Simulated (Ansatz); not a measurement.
Harmonic vibrations of the cluster ZrS₃⁻ by finite differences.

```yaml
crystal:
  periodic: [false, false, false]
  atoms:
    - {symbol: Zr, position_ang: [-0.003767, 0.224487, -0.196844]}
    - {symbol: S, position_ang: [2.173989, 0.433726, 0.597313]}
    - {symbol: S, position_ang: [-1.721350, 0.905026, 1.218747]}
    - {symbol: S, position_ang: [-0.448862, -1.563240, -1.619205]}
basis:
  gaussian: {orbitals: def2-SVPD}
total_charge: -1
magnetization: {spin_polarized: true, initial_magnetization: 1}
hamiltonian: {xc: pbe0, dispersion: d4}
scf: {omitted_lower_state_checks: [starts]}
phonons: {temperatures: {t_min: 298.15, t_max: 900, t_step: 200}}
```

```sh
$ ansatz run in.yaml --threads 4 --pin off --events-out ev --progress --plain --max-ram 3916MiB
```

It prints (some lines left out):

```
Functional definition: PBE0
mean field -33770.44261941 eV, -1241.0408758353 hartree, gradient 2.3e-5 eV, S^2 0.775455; 0 other end points of the search recorded, 0 dependent functions left out
mean field -33770.44257944 eV, -1241.0408743662 hartree, gradient 2.3e-6 eV, S^2 0.775452; 0 other end points of the search recorded, 0 dependent functions left out
mean field -33770.44258166 eV, -1241.0408744481 hartree, gradient 2.4e-6 eV, S^2 0.775454; 0 other end points of the search recorded, 0 dependent functions left out
mean field -33770.44258519 eV, -1241.0408745775 hartree, gradient 1.4e-6 eV, S^2 0.775484; 0 other end points of the search recorded, 0 dependent functions left out
mean field -33770.44261075 eV, -1241.0408755170 hartree, gradient 1.5e-6 eV, S^2 0.775424; 0 other end points of the search recorded, 0 dependent functions left out
mean field -33770.44260421 eV, -1241.0408752767 hartree, gradient 1.7e-6 eV, S^2 0.775428; 0 other end points of the search recorded, 0 dependent functions left out
mean field -33770.44258377 eV, -1241.0408745254 hartree, gradient 1.5e-6 eV, S^2 0.775481; 0 other end points of the search recorded, 0 dependent functions left out
mean field -33770.44265822 eV, -1241.0408772615 hartree, gradient 2.3e-6 eV, S^2 0.775507; 0 other end points of the search recorded, 0 dependent functions left out
mean field -33770.44251352 eV, -1241.0408719437 hartree, gradient 1.3e-6 eV, S^2 0.775402; 0 other end points of the search recorded, 0 dependent functions left out
mean field -33770.44263971 eV, -1241.0408765812 hartree, gradient 2.5e-6 eV, S^2 0.775457; 0 other end points of the search recorded, 0 dependent functions left out
mean field -33770.44259762 eV, -1241.0408750343 hartree, gradient 1.9e-6 eV, S^2 0.775453; 0 other end points of the search recorded, 0 dependent functions left out
mean field -33770.44262855 eV, -1241.0408761709 hartree, gradient 1.0e-6 eV, S^2 0.775477; 0 other end points of the search recorded, 0 dependent functions left out
mean field -33770.44259985 eV, -1241.0408751163 hartree, gradient 1.1e-6 eV, S^2 0.775434; 0 other end points of the search recorded, 0 dependent functions left out
mean field -33770.44254064 eV, -1241.0408729402 hartree, gradient 1.9e-6 eV, S^2 0.775414; 0 other end points of the search recorded, 0 dependent functions left out
mean field -33770.44265569 eV, -1241.0408771686 hartree, gradient 2.8e-6 eV, S^2 0.775496; 0 other end points of the search recorded, 0 dependent functions left out
mean field -33770.44265440 eV, -1241.0408771209 hartree, gradient 1.2e-6 eV, S^2 0.775469; 0 other end points of the search recorded, 0 dependent functions left out
mean field -33770.44257751 eV, -1241.0408742955 hartree, gradient 1.1e-6 eV, S^2 0.775442; 0 other end points of the search recorded, 0 dependent functions left out
mean field -33770.44264132 eV, -1241.0408766405 hartree, gradient 2.0e-6 eV, S^2 0.775491; 0 other end points of the search recorded, 0 dependent functions left out
mean field -33770.44256786 eV, -1241.0408739408 hartree, gradient 2.9e-6 eV, S^2 0.775419; 0 other end points of the search recorded, 0 dependent functions left out
mean field -33770.44260324 eV, -1241.0408752411 hartree, gradient 2.4e-6 eV, S^2 0.775445; 0 other end points of the search recorded, 0 dependent functions left out
mean field -33770.44263069 eV, -1241.0408762498 hartree, gradient 2.2e-6 eV, S^2 0.775466; 0 other end points of the search recorded, 0 dependent functions left out
mean field -33770.44254966 eV, -1241.0408732721 hartree, gradient 2.3e-6 eV, S^2 0.775409; 0 other end points of the search recorded, 0 dependent functions left out
mean field -33770.44264309 eV, -1241.0408767054 hartree, gradient 2.1e-6 eV, S^2 0.775500; 0 other end points of the search recorded, 0 dependent functions left out
mean field -33770.44254411 eV, -1241.0408730679 hartree, gradient 2.2e-6 eV, S^2 0.775423; 0 other end points of the search recorded, 0 dependent functions left out
mean field -33770.44266667 eV, -1241.0408775718 hartree, gradient 2.2e-6 eV, S^2 0.775487; 0 other end points of the search recorded, 0 dependent functions left out
Total energy: -33770.61164787 eV, -1241.0470875166 hartree
Atom 0 at    -0.003767     0.224487    -0.196844 Å, force    -0.000401    -0.005605     0.004468 eV/Å
Atom 1 at     2.173989     0.433726     0.597313 Å, force     0.000468     0.001917    -0.001340 eV/Å
Atom 2 at    -1.721350     0.905026     1.218747 Å, force    -0.000461     0.002717    -0.000536 eV/Å
Atom 3 at    -0.448862    -1.563240    -1.619205 Å, force     0.000395     0.000971    -0.002592 eV/Å
Dipole moment:    -0.008846     0.447667    -0.393368 e Å
Vibrations: 42.52 79.00 79.18 329.72 329.80 415.51 cm⁻¹, zero-point energy 0.079086 eV
Checks for a lower state left out: starts
```

Hardware: 4 threads of Arm Neoverse V1 on a shared host. Wall time 54 s.

In the def2 sets Zr takes a core potential; there is no spin–orbit coupling. The structure comes from a short search, and lower isomers may exist.
